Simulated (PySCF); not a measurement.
# C5H4F3O: g tensor and hyperfine couplings

Species: C5H4F3O (doublet state).
Z-matrix (Å and degrees, GFN2-xTB geometry), rows numbered from 1:
```
O 
C   1  1.3663
C   2  1.4515  1  118.88
C   3  1.5194  2  120.51  1   151.03
C   4  1.2946  3   64.80  2   106.13
C   2  1.4769  1  119.53  3  -179.31
F   6  1.3462  2  111.80  1    -1.19
F   6  1.3586  2  113.99  1   119.15
F   6  1.3572  2  113.90  1  -121.61
H   1  0.9665  2  110.88  3   179.67
H   3  1.0844  2  112.25  1     0.69
H   4  1.0615  3  143.02  5  -176.08
H   5  1.0614  3  142.96  4   176.13
```

The hyperfine couplings belong to this conformer and change with its torsions.

As a line formula: `O[C](C1C=C1)C(F)(F)F` [radical].

Computed, not measured: UKS B3LYP, pcH-1 on C F H O, non-relativistic, mean-field spin-orbit, GIAO (PySCF). Geometry: GFN2-xTB, one conformer, isolated molecule. A GFN2-xTB geometry isn't a minimum of the functional, and hyperfine couplings can be far from their values at a DFT geometry. The SCF solution wasn't tested for stability.

* g1, g2, g3: 2.00164, 2.00281, 2.00392
* g_iso: 2.00279
* Form of g: rhombic: the two nearest values differ by 49 % of g3 − g1
* ⟨S²⟩: 0.7545 (exact 0.7500)
* α and β electrons: 35, 34

Isotropic coupling and dipolar principal values T1 to T3, in MHz:

```csv
atom,isotope,a_iso,T1,T2,T3,Mulliken spin population
O1,17O,-21.5,-67.5,32.3,35.3,0.13
C2,13C,75.6,-70.7,-69.9,140.6,0.75
C3,13C,-35.1,-2.4,-0.9,3.3,-0.08
C4,13C,55.6,-7.3,-6.7,14.0,0.06
C5,13C,56.6,-7.5,-6.8,14.2,0.07
C6,13C,-35.9,-4.6,-0.6,5.2,0.00
F7,19F,-1.7,-15.1,-8.0,23.2,0.00
F8,19F,177.8,-63.5,-60.7,124.2,0.02
F9,19F,170.6,-60.9,-58.4,119.3,0.02
H10,1H,-12.6,-13.0,-8.8,21.8,0.00
H11,1H,-0.2,-4.1,-2.3,6.3,0.00
H12,1H,17.9,-3.5,-1.7,5.2,0.01
H13,1H,17.7,-3.5,-1.6,5.2,0.01
```

The Mulliken spin populations are largest on C2 (+0.75), O1 (+0.13), C3 (-0.08) and C5 (+0.07). C2 is the only atom above +0.15. The angles at C2 add up to 360.0°, so it is planar.

Axes: g2 points within 1° of the O1–C2 bond.

Under fast tumbling the dipolar parts average out, and these isotropic splittings remain: 3 × 19F (F7/F8/F9, I = 1/2, 4 lines) with 4.12 mT, 2 × 1H (H12/H13, I = 1/2, 3 lines) with 0.64 mT and 1 × 1H (H10, I = 1/2, 2 lines) with 0.45 mT.

Class means assume fast exchange of nuclei equivalent by connectivity; if that motion is slow, each nucleus keeps its own coupling. The three 19F nuclei of mean +115.6 MHz run from -1.7 to 177.8 MHz in the frozen geometry.

The 17O coupling of O1 (-21.5 MHz) shows only in satellite lines or after enrichment, since that isotope makes up about 0.038 % of natural oxygen.

The 13C coupling of C2 (75.6 MHz) shows only in satellite lines or after enrichment, since that isotope makes up about 1.07 % of natural carbon.
